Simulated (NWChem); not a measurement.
System: NbOCl$_{3}$; SMILES [O]=[Nb]([Cl])([Cl])[Cl]

Output (shortened):

```
             Northwest Computational Chemistry Package (NWChem) 7.3.0
             --------------------------------------------------------

 C3  symmetry detected

                             Geometry "geometry" -> ""
                             -------------------------

 Output coordinates in angstroms (scale by  1.889725989 to convert to a.u.)

  No.       Tag          Charge          X              Y              Z
 ---- ---------------- ---------- -------------- -------------- --------------
    1 Nb                  41.0000     0.00000000     0.00000000     0.21658623
    2 O                    8.0000     0.00000000     0.00000000     1.88911923
    3 Cl                  17.0000    -1.21743601     1.80437676    -0.47045077
    4 Cl                  17.0000     2.17135412     0.15214213    -0.47045077
    5 Cl                  17.0000    -0.95391811    -1.95651890    -0.47045077

 Effective nuclear repulsion energy (a.u.)     777.4983280207

      Symmetry information
      --------------------

 Group name             C3
 Group number              5
 Group order               3
 No. of unique centers     3

                                 NWChem DFT Module
                                 -----------------

 Summary of "ao basis" -> "ao basis" (spherical)
 ------------------------------------------------------------------------------
       Tag                 Description            Shells   Functions and Types
 ---------------- ------------------------------  ------  ---------------------
 Nb                         def2-svp                11       31   5s3p2d1f
 O                          def2-svp                 6       14   3s2p1d
 Cl                         def2-svp                 8       18   4s3p1d

      Symmetry analysis of basis
      --------------------------

        a          37
        e+         31
        e-         31

  Rotation of axis

            General Information
            -------------------
          SCF calculation type: DFT
          Wavefunction type:  closed shell.
          No. of atoms     :     5
          No. of electrons :    72
           Alpha electrons :    36
            Beta electrons :    36
          Charge           :     0
          Spin multiplicity:     1
          Use of symmetry is: on ; symmetry adaption is: on
          Maximum number of iterations: 150
          AO basis - number of functions:    99
                     number of shells:    41
          Convergence on energy requested:  1.00D-06
          Convergence on density requested:  1.00D-05
          Convergence on gradient requested:  5.00D-04

              XC Information
              --------------
                        Slater Exchange Functional  1.000 local
            Perdew 1991 LDA Correlation Functional  1.000 local

             Grid Information
             ----------------
          Grid used for XC integration:  medium
          Radial quadrature: Mura-Knowles
          Angular quadrature: Lebedev.
          Tag              B.-S. Rad. Rad. Pts. Rad. Cut. Ang. Pts.
          ---              ---------- --------- --------- ---------
          Nb                  1.45      123           8.0       590
          O                   0.60       49           8.0       434
          Cl                  1.00       88          10.0       590
          Grid pruning is: on
          Number of quadrature shells:   260
          Spatial weights used:  Erf1

      Superposition of Atomic Density Guess
      -------------------------------------

 Sum of atomic energies:       -1517.41344844

      Non-variational initial energy
      ------------------------------

 Total energy =   -1509.248458
 1-e energy   =   -2851.199435
 2-e energy   =     966.389235
 HOMO         =      -0.449783
 LUMO         =      -0.003648

      Symmetry analysis of molecular orbitals - initial
      -------------------------------------------------

  Numbering of irreducible representations:

     1 a           2 e+          3 e-

  Orbital symmetries:

     1 a           2 e+          3 e+          4 a           5 a
     6 e+          7 e+          8 a           9 e+         10 e+
    11 e+         12 e+         13 a          14 e+         15 e+
    16 a          17 a          18 a          19 e+         20 e+
    21 a          22 a          23 e+         24 e+         25 e+
    26 e+         27 a          28 a          29 e+         30 e+
    31 e+         32 e+         33 a          34 e+         35 e+
    36 a          37 e+         38 e+         39 a          40 e+
    41 e+         42 a          43 e+         44 e+         45 a
    46 a

     ---------------------------------------------
      Total Density - Mulliken Population Analysis
     ---------------------------------------------

    Atom       Charge   Shell Charges
 -----------   ------   -------------------------------------------------------
    1 Nb  13    10.40  -0.33  1.61  0.75  0.30  0.04  5.91  0.31  0.12  1.29  0.32  0.08
    2 O    8     9.12   1.99  1.17  0.73  3.25  1.97  0.01
    3 Cl  17    17.50   2.00  1.99  1.23  0.72  5.94  2.20  3.41  0.01
    4 Cl  17    17.50   2.00  1.99  1.23  0.72  5.94  2.20  3.41  0.01
    5 Cl  17    17.50   2.00  1.99  1.23  0.72  5.94  2.20  3.41  0.01

   convergence    iter        energy       DeltaE   RMS-Dens  Diis-err
 ---------------- ----- ----------------- --------- --------- ---------
 d= 0,ls=0.0,diis     1  -1506.9752058465 -1.88D+03  5.83D-02  3.99D+00
 d= 0,ls=0.0,diis     2  -1496.4886502270  1.05D+01  5.03D-02  6.31D+01
 d= 0,ls=0.0,diis     3  -1507.4531982337 -1.10D+01  1.30D-02  3.02D-01
 d= 0,ls=0.0,diis     4  -1507.2184901861  2.35D-01  8.95D-03  2.28D+00
 d= 0,ls=0.0,diis     5  -1507.4936346060 -2.75D-01  5.65D-04  1.57D-02
  Resetting Diis
 d= 0,ls=0.0,diis     6  -1507.4943796407 -7.45D-04  2.55D-04  1.01D-02
 d= 0,ls=0.0,diis     7  -1507.4951318487 -7.52D-04  1.26D-03  2.49D-03
 d= 0,ls=0.0,diis     8  -1507.4898833340  5.25D-03  1.03D-03  5.49D-02
 d= 0,ls=0.0,diis     9  -1507.4953665264 -5.48D-03  1.00D-04  1.32D-04
 d= 0,ls=0.0,diis    10  -1507.4953845036 -1.80D-05  2.31D-05  8.25D-06
 d= 0,ls=0.0,diis    11  -1507.4953856766 -1.17D-06  2.60D-06  2.47D-07
 d= 0,ls=0.0,diis    12  -1507.4953857020 -2.54D-08  7.91D-07  2.24D-08

         Total DFT energy =    -1507.495385702009
      One electron energy =    -2853.164782093249
           Coulomb energy =     1065.106907785573
    Exchange-Corr. energy =      -94.999253550734
 Nuclear repulsion energy =      375.561742156401

 Numeric. integr. density =       71.999997688201

                  Occupations of the irreducible representations
                  ----------------------------------------------

                     irrep           alpha         beta
                     --------     --------     --------
                     a                14.0         14.0
                     e+               22.0         22.0
                     e-                0.0          0.0

                       DFT Final Molecular Orbital Analysis
                       ------------------------------------

 Vector   34  Occ=2.000000D+00  E=-3.152567D-01  Symmetry=a
              MO Center=  3.1D-14,  2.8D-14, -4.6D-01, r^2= 5.8D+00
   Bfn.  Coefficient  Atom+Function         Bfn.  Coefficient  Atom+Function
  ----- ------------  ---------------      ----- ------------  ---------------
    75      0.377462  4 Cl py                92      0.340116  5 Cl px
    56     -0.313667  3 Cl px                72      0.284718  4 Cl py
    89      0.256548  5 Cl px                53     -0.236598  3 Cl px
    57     -0.211636  3 Cl py                69      0.165663  4 Cl py
    93     -0.165826  5 Cl py                54     -0.159636  3 Cl py

 Vector   35  Occ=2.000000D+00  E=-3.104396D-01  Symmetry=e+
              MO Center= -5.3D-01, -5.9D-01,  2.1D-02, r^2= 4.9D+00
   Bfn.  Coefficient  Atom+Function         Bfn.  Coefficient  Atom+Function
  ----- ------------  ---------------      ----- ------------  ---------------
    94      0.424231  5 Cl pz                91      0.322400  5 Cl pz
    36      0.290692  2 O  py                58     -0.263897  3 Cl pz
    39      0.204702  2 O  py                55     -0.200552  3 Cl pz
    88      0.187297  5 Cl pz                93     -0.167920  5 Cl py
    76     -0.160334  4 Cl pz                57     -0.131246  3 Cl py

 Vector   36  Occ=2.000000D+00  E=-3.104396D-01  Symmetry=e+
              MO Center=  5.3D-01,  5.9D-01,  2.1D-02, r^2= 4.9D+00
   Bfn.  Coefficient  Atom+Function         Bfn.  Coefficient  Atom+Function
  ----- ------------  ---------------      ----- ------------  ---------------
    76      0.397291  4 Cl pz                58     -0.337499  3 Cl pz
    73      0.301926  4 Cl pz                35     -0.290692  2 O  px
    55     -0.256487  3 Cl pz                38     -0.204702  2 O  px
    70      0.175403  4 Cl pz                74      0.171303  4 Cl px
    52     -0.149005  3 Cl pz                71      0.128043  4 Cl px

 Vector   37  Occ=0.000000D+00  E=-1.498491D-01  Symmetry=e+
              MO Center= -1.4D-01, -1.3D-01,  4.5D-02, r^2= 2.8D+00
   Bfn.  Coefficient  Atom+Function         Bfn.  Coefficient  Atom+Function
  ----- ------------  ---------------      ----- ------------  ---------------
    19      0.676340  1 Nb d  2              15      0.344156  1 Nb d -2
    18     -0.300346  1 Nb d  1              92      0.274741  5 Cl px
    56      0.220970  3 Cl px                24      0.198487  1 Nb d  2
    76     -0.167822  4 Cl pz                89      0.168591  5 Cl px
     6      0.139252  1 Nb px                74      0.137944  4 Cl px

[...]
```

Level: LDA (Slater exchange, PW92)/def2-SVP with def2 effective core potentials on Nb. The geometry was optimised at PBE0/def2-SVP. def2 effective core potentials on Nb; no spin-orbit coupling.

Q: Write an input that gives this output.

A: This is not unique; one that fits is the input that was run:
```
start job
memory heap 200 mb stack 900 mb global 1100 mb
geometry units angstroms noautoz
  Nb     0.000000     0.000000     0.204047
  O      0.000000     0.000000     1.876580
  Cl     0.671016     2.070667    -0.482990
  Cl     1.457742    -1.616451    -0.482990
  Cl    -2.128759    -0.454217    -0.482990
end
basis spherical
  * library def2-svp
end
ecp
  Nb library def2-ecp
end
dft
  xc slater pw91lda
  iterations 150
  mulliken
end
task dft energy
```
